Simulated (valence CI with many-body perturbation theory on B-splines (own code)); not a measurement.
# Pm55+: calculated level list

Computed by configuration interaction combined with many-body perturbation theory (CI+MBPT): four valence electrons over a frozen Dirac-Fock core [He], radial functions for each j: 11 s, 11 p, 10 d, 8 f, 5 g, 2 h, with the one-electron correlation potential Σ1 (screened to all orders), the two-electron term Σ2, the three-electron term Σ3, Breit, model QED; selected single and double excitations, second order for the rest, scaled by the run's own slope (own B-spline code, finite nucleus).

The last digits are not significant, and no measured levels were compared; by estimate large intervals hold to a few tenths of a per cent, small ones and those within an open d or f shell to about a per cent. Among the levels kept, up to 900 cm⁻¹ of a level comes from second order outside the variational space, and about a tenth of that is noise between levels of different J, which matters for small intervals.

Levels 136 to 180 of 208, with energies above the lowest level, (2s^2 2p1/2^2) J=0. "Leading %" is the weight of the configuration and term that name the level; weights of strongly mixed levels are sums over their largest components and can fall short, so below about 35 % the name and the second component can differ from the true leading terms, or belong to a minority configuration. In the jj column 3d3/2^4 stands for four electrons in 3d with j = 3/2.

```
No.  Configuration  Term  J  E (Ry)  Leading %      g    Second component                  Leading jj
136      2s.2p2.3p   3D°  3  596.81         43  1.295  19 % 2s.2p2.3p 5D°     2s 2p3/2^2 3p1/2 (99 %)
137      2s.2p2.3s    3S  1  596.83         68  1.939   16 % 2s.2p2.3s 3P        2s 2p3/2^2 3s (99 %)
138      2s.2p2.3s    1P  1  597.27         44  0.984   29 % 2s.2p2.3s 3D        2s 2p3/2^2 3s (99 %)
139      2s.2p2.3s    3P  2  597.44         64  1.367   17 % 2s.2p2.3s 1D        2s 2p3/2^2 3s (99 %)
140      2s.2p2.3s    1S  0  598.58         69          30 % 2s.2p2.3s 3P        2s 2p3/2^2 3s (99 %)
141      2s.2p2.3p   3P°  0  602.89         80         14 % 2s.2p2.3p 5D°     2s 2p3/2^2 3p1/2 (99 %)
142      2s.2p2.3p   3P°  1  602.91         33  1.298  24 % 2s.2p2.3p 3D°     2s 2p3/2^2 3p1/2 (98 %)
143      2s.2p2.3p   3P°  1  602.95         49  1.308  20 % 2s.2p2.3p 1P°     2s 2p3/2^2 3p1/2 (98 %)
144      2s.2p2.3p   3D°  2  603.08         33  1.056  22 % 2s.2p2.3p 1D°     2s 2p3/2^2 3p1/2 (98 %)
145      2s.2p2.3p   3D°  3  608.15         51  1.379  30 % 2s.2p2.3p 5P°     2s 2p3/2^2 3p3/2 (92 %)
146      2s.2p2.3p   5D°  4  608.26         60  1.380  40 % 2s.2p2.3p 3F°     2s 2p3/2^2 3p3/2 (99 %)
147      2s.2p2.3p   3S°  1  608.40         18  1.462  17 % 2s.2p2.3p 3P°     2s 2p3/2^2 3p3/2 (72 %)
148         2p3.3s   5S°  2  609.02         41  1.504     19 % 2p3.3s 1D°     2p1/2 2p3/2^2 3s (76 %)
149         2p3.3s   3D°  2  610.63         38  1.302  13 % 2s.2p2.3p 3P°     2p1/2 2p3/2^2 3s (58 %)
150         2p3.3s   3S°  1  610.89         38  1.363     33 % 2p3.3s 3D°     2p1/2 2p3/2^2 3s (71 %)
151         2p3.3s   3D°  3  611.05         85  1.316   7 % 2s.2p2.3p 3D°     2p1/2 2p3/2^2 3s (85 %)
152         2p3.3s   1D°  2  612.38         47  1.172     12 % 2p3.3s 3D°     2p1/2 2p3/2^2 3s (63 %)
153         2p3.3p    5P  1  613.34         26  1.717   17 % 2s.2p2.3d 5P  2p1/2 2p3/2^2 3p1/2 (55 %)
154      2s.2p2.3d    5D  2  613.51         17  1.327   16 % 2s.2p2.3d 5P     2s 2p3/2^2 3d3/2 (69 %)
155         2p3.3s   3P°  1  613.67         42  1.264     22 % 2p3.3s 1P°     2p1/2 2p3/2^2 3s (64 %)
156      2s.2p2.3d    5D  3  613.89         25  1.273   22 % 2s.2p2.3d 3F     2s 2p3/2^2 3d3/2 (85 %)
157         2p3.3s   3P°  0  614.39         77         11 % 2s.2p2.3p 3P°     2p1/2 2p3/2^2 3s (77 %)
158      2s.2p2.3d    3F  4  614.42         36  1.220   25 % 2s.2p2.3d 5F     2s 2p3/2^2 3d3/2 (94 %)
159      2s.2p2.3p   3P°  0  614.65         42         30 % 2s.2p2.3p 1S°     2s 2p3/2^2 3p3/2 (77 %)
160      2s.2p2.3d    5P  1  614.94         22  1.724      20 % 2p3.3p 5P     2s 2p3/2^2 3d3/2 (54 %)
161      2s.2p2.3p   3P°  2  615.02         72  1.418   5 % 2s.2p2.3p 5D°     2s 2p3/2^2 3p3/2 (98 %)
162         2p3.3p    3F  2  615.05         25  1.262      16 % 2p3.3p 3P  2p1/2 2p3/2^2 3p1/2 (69 %)
163      2s.2p2.3p   3D°  3  615.12         60  1.251  14 % 2s.2p2.3p 3F°     2s 2p3/2^2 3p3/2 (92 %)
164      2s.2p2.3p   3P°  2  615.75         45  1.338  24 % 2s.2p2.3p 1D°     2s 2p3/2^2 3p3/2 (99 %)
165         2p3.3p    3F  3  615.85         39  1.115      30 % 2p3.3p 1F  2p1/2 2p3/2^2 3p1/2 (88 %)
166      2s.2p2.3d    5F  5  616.24         59  1.302   41 % 2s.2p2.3d 3G     2s 2p3/2^2 3d5/2 (99 %)
167      2s.2p2.3p   1P°  1  616.36         26  1.210     23 % 2p3.3s 3P°     2s 2p3/2^2 3p3/2 (66 %)
168      2s.2p2.3d    3F  4  616.49         56  1.272   27 % 2s.2p2.3d 5D     2s 2p3/2^2 3d5/2 (94 %)
169      2s.2p2.3d    3P  0  617.46         77          12 % 2s.2p2.3d 1S     2s 2p3/2^2 3d5/2 (87 %)
170      2s.2p2.3p   1P°  1  617.66         35  1.207  24 % 2s.2p2.3p 3S°     2s 2p3/2^2 3p3/2 (96 %)
171         2p3.3p    3P  2  618.07         51  1.309      21 % 2p3.3p 1D  2p1/2 2p3/2^2 3p1/2 (98 %)
172      2s.2p2.3d    3P  1  618.21         21  1.117      17 % 2p3.3p 3D     2s 2p3/2^2 3d5/2 (55 %)
173      2s.2p2.3d    3D  3  618.59         40  1.199   17 % 2s.2p2.3d 3F     2s 2p3/2^2 3d5/2 (87 %)
174         2p3.3p    3D  1  618.69         43  0.914      13 % 2p3.3p 1P  2p1/2 2p3/2^2 3p1/2 (58 %)
175      2s.2p2.3d    3P  2  619.04         37  1.280   17 % 2s.2p2.3d 3D     2s 2p3/2^2 3d5/2 (86 %)
176      2s.2p2.3d    3D  1  620.35         39  0.797   26 % 2s.2p2.3d 1P     2s 2p3/2^2 3d3/2 (77 %)
177      2s.2p2.3d    3F  2  620.62         36  1.005   23 % 2s.2p2.3d 3D     2s 2p3/2^2 3d3/2 (95 %)
178      2s.2p2.3d    3F  3  620.79         33  1.019   31 % 2s.2p2.3d 1F     2s 2p3/2^2 3d3/2 (91 %)
179      2s.2p2.3d    3D  2  621.03         58  1.122   18 % 2s.2p2.3d 1D     2s 2p3/2^2 3d3/2 (84 %)
180      2s.2p2.3d    3D  1  621.20         67  0.712    9 % 2s.2p2.3d 3P     2s 2p3/2^2 3d3/2 (92 %)
```

Where two levels of one J and parity lie close, their mixing, g and order are uncertain.
